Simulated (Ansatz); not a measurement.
`[BH2][SnH2][SiH2][SiH3]` + `C[SiH2][TeH]` → `C[SiH2][Te][SiH3]` + `[BH2][SnH2][SiH3]` at 298.15 K and 1 bar (cleavage of the Si–Si bond).

Computed with Ansatz on PBE0-D4/def2-TZVP structures; ΔE is electronic, products minus reactants. CBS: MP2 limit from def2 TZ/QZ plus the TZ coupled-cluster correction, frozen cores. def2 core potentials past Kr. For Sn, Te outer-core shells are correlated without core-valence functions, which leaves a few kJ/mol of doubt a bond. One conformer a species, not always the lowest.

```json
{"species": "`[BH2][SnH2][SiH2][SiH3]`", "CCSD(T)/CBS energy (Eh)": "-822.33733", "H − E (kJ/mol)": "225.6", "S (J/(mol·K))": "427.1"}
{"species": "`C[SiH2][TeH]`", "CCSD(T)/CBS energy (Eh)": "-598.49179", "H − E (kJ/mol)": "177.8", "S (J/(mol·K))": "335.2"}
{"species": "`C[SiH2][Te][SiH3]`", "CCSD(T)/CBS energy (Eh)": "-888.79691", "H − E (kJ/mol)": "233.6", "S (J/(mol·K))": "402.9"}
{"species": "`[BH2][SnH2][SiH3]`", "CCSD(T)/CBS energy (Eh)": "-532.05307", "H − E (kJ/mol)": "173.5", "S (J/(mol·K))": "362.1"}
```

H − E and S are ideal-gas, rigid-rotor, harmonic terms from PBE0-D4/def2-TZVP, for one conformer and one mirror image of each species. 1 Eh = 2625.50 kJ/mol, R = 8.31446 J/(mol·K).

Task: By hand: ΔE, ΔH, ΔS and ΔG.

Result: ΔE = (-888.79691) + (-532.05307) − (-822.33733) − (-598.49179) = -0.02086 Eh = -54.8 kJ/mol. Δ(H − E) = 233.6 + 173.5 − 225.6 − 177.8 = 3.7, so ΔH = -51.1 kJ/mol. ΔS = 402.9 + 362.1 − 427.1 − 335.2 = 2.7 J/(mol·K). ΔG = -51.1 − 298.15 × (2.7)/1000 = -51.9 kJ/mol.

Task: By hand: the equilibrium constant, and the temperature at which ΔG would vanish if ΔH and ΔS stayed fixed.

Result: log₁₀ K = −ΔG/(RT ln 10) = 9.1. ΔH and −TΔS have one sign here, so there is no such temperature.

The number of gas molecules stays the same, so ΔS is small and ΔH decides. A doubt of 5 kJ/mol in ΔE shifts log₁₀ K by 0.9 here. Other conformers and mirror images would add mixing entropy, several J/(mol·K) or more a flexible species. Modes under 60 cm⁻¹, often nearly free rotors, make the harmonic entropy too high. These are equilibria of isolated gas molecules and say nothing of rates. Largest T1 diagnostic: 0.014 (customary marks: 0.02 for closed shells, 0.045 for open ones).

ΔS is within the doubt of such terms, so its sign, and with it that verdict, could turn.
